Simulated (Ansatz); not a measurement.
Program: Ansatz. Geometries: PBE0-D4/def2-TZVP. ΔE: electronic, gas phase. CCSD(T)/CBS adds triple-zeta CCSD(T) − MP2 to the extrapolated MP2 energy (def2 sets, frozen cores). One conformer a species, not always the lowest.

Reaction (formal exchange of groups at a B–H bond): `BN[SiH2]O` + `CC(F)C(=N)O` → `OBN[SiH2]O` + `CC(F)C=N`

```json
{"species": "`BN[SiH2]O`", "SCS-MP2/def2-TZVPP energy (Eh)": "-447.30017"}
{"species": "`CC(F)C(=N)O`", "SCS-MP2/def2-TZVPP energy (Eh)": "-347.15716"}
{"species": "`OBN[SiH2]O`", "SCS-MP2/def2-TZVPP energy (Eh)": "-522.48461"}
{"species": "`CC(F)C=N`", "SCS-MP2/def2-TZVPP energy (Eh)": "-272.02130"}
```

Question: Work out ΔE.

Answer: ΔE = (-522.48461) + (-272.02130) − (-447.30017) − (-347.15716) = -0.04858 Eh = -1.32 eV. CCSD(T)/CBS gives -1.35 eV.

Largest T1 diagnostic among the species: 0.013.

From PBE to PBE0 (25 % exact exchange), in def2-TZVPP and without D4, ΔE moves by −0.03 eV.
